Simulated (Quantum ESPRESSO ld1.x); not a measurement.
Results of a calculation; reference values are marked as such.
Question: These are the eigenvalues of the occupied orbitals of an atom or ion with whole-number occupations (hartree). Level of theory: Dirac Kohn-Sham, LDA (Slater exchange, Perdew-Zunger correlation), spin-unpolarised, spherical densities, point nucleus (ld1.x of Quantum ESPRESSO 7.5).

| orbital | eigenvalue |
|---|---|
| 1s1/2 | -1268.08 |
| 2s1/2 | -300.255 |
| 2p1/2 | -294.895 |
| 2p3/2 | -284.226 |

Which element is it, and in what charge state? The configuration may be excited. Open shells, if any, are shared by 2j + 1.

Answer: Z = 51, antimony, charge +46: Sb46+ in [He] 2s2 2p1. The list shows which subshells hold electrons but not how many an open one holds; the 1s level, -1268.1 hartree, gives Z - s = 50.4 by -(Z - s)^2/2, which with screening and relativity narrows Z to a few neighbours, and the depths of the outer levels then fix element, charge and occupations together.
